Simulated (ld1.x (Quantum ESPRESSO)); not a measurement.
## u(r) = r·R(r): atom against pseudo-atom (Pd (Z = 46))

Columns: radius, all-electron u(r) and pseudo u(r) of the 5p shell (level -0.36 eV) of palladium in the configuration [Kr] 4d10 5s0 5p0; LDA (PZ), scalar-relativistic, ultrasoft scheme, ld1.x (Quantum ESPRESSO) 7.5.

| r (bohr) | all-electron | pseudo |
| --- | --- | --- |
| 0.217 | -0.0667 | -0.0046 |
| 0.435 | -0.0086 | -0.0181 |
| 0.652 | 0.1129 | -0.0398 |
| 0.870 | 0.1322 | -0.0686 |
| 1.088 | 0.0806 | -0.1029 |
| 1.305 | 0.0035 | -0.1407 |
| 1.522 | -0.0753 | -0.1803 |
| 1.740 | -0.1469 | -0.2202 |
| 1.957 | -0.2079 | -0.2582 |
| 2.175 | -0.2590 | -0.2934 |
| 2.392 | -0.3005 | -0.3245 |
| 2.610 | -0.3341 | -0.3511 |
| 2.827 | -0.3604 | -0.3726 |
| 3.045 | -0.3809 | -0.3894 |
| 3.262 | -0.3960 | -0.4017 |
| 3.480 | -0.4068 | -0.4101 |
| 3.697 | -0.4137 | -0.4153 |
| 3.915 | -0.4173 | -0.4179 |
| 4.132 | -0.4182 | -0.4183 |
| 4.350 | -0.4168 | -0.4168 |
| 4.567 | -0.4134 | -0.4134 |
| 4.785 | -0.4083 | -0.4083 |
| 5.002 | -0.4019 | -0.4019 |
| 5.220 | -0.3944 | -0.3944 |
| 5.437 | -0.3861 | -0.3861 |
| 5.655 | -0.3770 | -0.3770 |

(1) How many radial nodes do the two functions have?

(2) At about which radius was the pseudo-wave matched?

(3) Is the pseudo-wave norm-conserving?

Results:

(1) The all-electron 5p function has n − l − 1 = 3 (the table is too coarse to show those close to the nucleus); the pseudo-wave has 0, since the states of the same l below it are removed with the core.

(2) 4.35 bohr, where the columns begin to agree (steps of 0.22 bohr).

(3) No, it belongs to an ultrasoft set: the norm inside the radius is not constrained, and the difference is carried by the augmentation charge.
